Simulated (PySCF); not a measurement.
Excitation energy of Pd by level of theory

Pd [Kr] 4d10 (1S) → Pd [Kr] 4d9 5p1 (high-spin determinant), as a difference of total energies. Calculation: PySCF 2.14, in aug-cc-pwCVDZ-PP with ECP28MDF; a scalar-relativistic core potential. Correlated levels: valence and next inner shell: nothing frozen outside the core potential. The calculations carry no spin-orbit coupling.

```json
{"method": "UHF", "excitation energy (cm⁻¹)": "23033"}
{"method": "MP2 (valence and next inner shell)", "excitation energy (cm⁻¹)": "38972"}
{"method": "SCS-MP2 (valence and next inner shell)", "excitation energy (cm⁻¹)": "37295"}
{"method": "CCSD (valence and next inner shell)", "excitation energy (cm⁻¹)": "33257"}
{"method": "CCSD(T) (valence and next inner shell)", "excitation energy (cm⁻¹)": "34341"}
```

The determinant of the upper state mixes LS terms, which raises its energy above the lowest term, most at the Hartree-Fock and MP2 levels.
